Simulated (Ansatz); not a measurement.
Reaction (ligand exchange at a Zr–F bond): `[OH][Zr]([F])([F])[Cl]` + `N=C=O` → `O=C=[N][Zr]([OH])([F])[Cl]` + H–F

Isolated molecules relaxed with PBE0-D4/def2-TZVP in Ansatz; ΔE leaves out vibrations. CBS: MP2 limit from def2 TZ/QZ plus the TZ coupled-cluster correction, frozen cores. This one scheme is used for every species. def2 core potentials past Kr. For Zr outer-core shells are correlated without core-valence functions, which leaves a few kJ/mol of doubt a bond. Each species was taken in one conformer, which may not be the lowest.

`[OH][Zr]([F])([F])[Cl]`:

```xyz
6

O    -1.403   -0.136   -0.326
Zr    0.442    0.086    0.022
F     1.444   -0.732   -1.365
F     0.854    1.937    0.061
Cl    0.998   -0.895    2.088
H    -2.336   -0.260   -0.479
```

`N=C=O`:

```xyz
4

N     0.657   -0.385   -0.078
C    -0.369    0.236   -0.223
O    -1.329    0.826   -0.501
H     1.041   -0.677    0.803
```

`O=C=[N][Zr]([OH])([F])[Cl]`:

Cartesian coordinates in Å:
```
O -1.948 1.776 -2.403
C -1.328 1.298 -1.543
N -0.687 0.808 -0.651
Zr 0.414 -0.110 0.788
O 1.174 -1.693 0.091
F 1.804 1.054 1.343
Cl -0.966 -0.624 2.619
H 1.536 -2.509 -0.245
```

H–F:

Z-matrix (Å, degrees):
```
F
H 1 0.920
```

| species | CCSD(T)/CBS(def2) energy (Eh) |
| --- | --- |
| `[OH][Zr]([F])([F])[Cl]` | -782.44001 |
| `N=C=O` | -168.51995 |
| `O=C=[N][Zr]([OH])([F])[Cl]` | -850.54985 |
| H–F | -100.39570 |

Task: Work out ΔE.

Result: ΔE = (-850.54985) + (-100.39570) − (-782.44001) − (-168.51995) = 0.01441 Eh = +37.8 kJ/mol.

Largest T1 diagnostic among the species: 0.018.

From BLYP to BHLYP (50 % exact exchange), in def2-TZVPP and without D4, ΔE moves by −13.4 kJ/mol. The D4 term adds −7.0 kJ/mol with B3LYP and −4.1 kJ/mol with PBE0; it sums over pairs of atoms, weighted by their polarisabilities, and B3LYP, whose exchange is more repulsive, gets the larger term. At CCSD(T), def2-SVP lies +8.3 kJ/mol from the extrapolated value and def2-TZVPP −0.8 kJ/mol.

B3LYP here is the variant with VWN-RPA as its local correlation; programs differ in this.
